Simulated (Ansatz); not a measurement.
Al₁₂P₁₂, a nanocrystal cut from wurtzite AlP (bare), 24 atoms. Hardware: 2 threads of AMD EPYC 7R13 on a shared host and a share (18 GiB) of an NVIDIA H100 80GB HBM3.

Correlated methods freeze 120 core orbitals. Single mean-field runs in def2-SVP, def2-TZVP are fitted with def2-universal-jkfit.

**Question.** How many basis functions does each of these Ansatz runs have, and roughly what does it cost? PBE0-D4/def2-SVP, charge 0 triplet at the geometry of the charge 0 singlet, energy; RPA@PBE/def2-SVP, charge 0 singlet, energy, from earlier orbitals; PBE0-D4/def2-SVP, charge 0 singlet, energy and forces, from earlier orbitals; PBE-D4/def2-TZVP, charge 0 singlet, energy, from earlier orbitals; PBE0-D4/def2-SVP, charge 1 doublet at the geometry of the charge 0 singlet, energy; r2SCAN-D4/def2-SVP, charge 0 singlet, energy, from earlier orbitals; PBE-D4/def2-SVP, charge 0 singlet, energy, from earlier orbitals; B3LYP-D4/def2-SVP, charge 0 singlet, energy, from earlier orbitals; PBE-D4/def2-SVP, charge -1 doublet at the geometry of the charge 0 singlet, energy, from earlier orbitals; CAM-B3LYP-D4/def2-SVP, charge 0 singlet, energy, from earlier orbitals; PBE-D4/def2-SVP, charge 0 triplet at the geometry of the charge 0 singlet, energy, from earlier orbitals; HF/6-31G, charge 0 singlet, energy.

**Answer.** Other jobs shared the machine, so times can vary by a factor of up to 3.

| run | functions | fitting or Cholesky vectors | wall time | peak host memory (GiB) |
| --- | --- | --- | --- | --- |
| HF/6-31G, charge 0 singlet, energy | 312 | 3336 | 3.9 s | 0.98 |
| B3LYP-D4/def2-SVP, charge 0 singlet, energy, from earlier orbitals | 432 | 3072 | 4.5 s | 0.95 |
| PBE-D4/def2-SVP, charge 0 singlet, energy, from earlier orbitals | 432 | 3072 | 4.7 s | 0.95 |
| CAM-B3LYP-D4/def2-SVP, charge 0 singlet, energy, from earlier orbitals | 432 | 3072 | 6 s | 1 |
| RPA@PBE/def2-SVP, charge 0 singlet, energy, from earlier orbitals | 432 | 3792 | 6.5 s | 2.5 |
| PBE-D4/def2-TZVP, charge 0 singlet, energy, from earlier orbitals | 888 | 3072 | 7 s | 1.2 |
| r2SCAN-D4/def2-SVP, charge 0 singlet, energy, from earlier orbitals | 432 | 3072 | 7.5 s | 1 |
| PBE0-D4/def2-SVP, charge 0 singlet, energy and forces, from earlier orbitals | 432 | 3072 | 8.5 s | 1.8 |
| PBE-D4/def2-SVP, charge -1 doublet at the geometry of the charge 0 singlet, energy, from earlier orbitals | 432 | 3072 | 11 s | 1.1 |
| PBE-D4/def2-SVP, charge 0 triplet at the geometry of the charge 0 singlet, energy, from earlier orbitals | 432 | 3072 | 14 s | 1.1 |
| PBE0-D4/def2-SVP, charge 1 doublet at the geometry of the charge 0 singlet, energy | 432 | 3072 | 16 s | 1.1 |
| PBE0-D4/def2-SVP, charge 0 triplet at the geometry of the charge 0 singlet, energy | 432 | 3072 | 33 s | 1.1 |
